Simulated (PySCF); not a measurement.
Si(CCH)2(Me)2, SMILES C#C[Si](C)(C)C#C (C₆H₈Si) (GFN2-xTB optimised geometry):

```
15

C      1.863    -1.164     0.008
C      0.661    -1.169     0.000
Si    -1.198    -1.169     0.000
C     -1.830     0.627     0.000
C     -1.831    -2.144     1.508
C     -1.748    -2.019    -1.559
C     -2.114    -2.567    -2.564
H      2.915    -1.161     0.013
H     -1.503     1.160     0.888
H     -2.915     0.663    -0.028
H     -1.459     1.169    -0.865
H     -2.917    -2.187     1.523
H     -1.462    -3.165     1.494
H     -1.505    -1.688     2.439
H     -2.431    -3.047    -3.445
```

Level of theory: PySCF 2.14.0 with PBE0/def2-TZVP.

What are the frontier orbital energies and the dipole moment?

HOMO-2 -8.23 eV, HOMO-1 -8.05 eV, HOMO -7.95 eV, LUMO -0.17 eV, LUMO+1 -0.11 eV; dipole moment 0.45 D.

On the same geometry PBE/def2-TZVP run with PySCF gives HOMO-2 -7.00 eV, HOMO-1 -6.83 eV, HOMO -6.75 eV, LUMO -1.11 eV, LUMO+1 -1.04 eV; dipole moment 0.49 D.

Meta-Löwdin charges at PBE0/def2-TZVP: C1 -0.16, C2 -0.29, Si3 0.93, C4 -0.60, C5 -0.60, C6 -0.29, C7 -0.16, H8 0.18, H9 0.14, H10 0.14, H11 0.14, H12 0.14, H13 0.14, H14 0.14, H15 0.18.
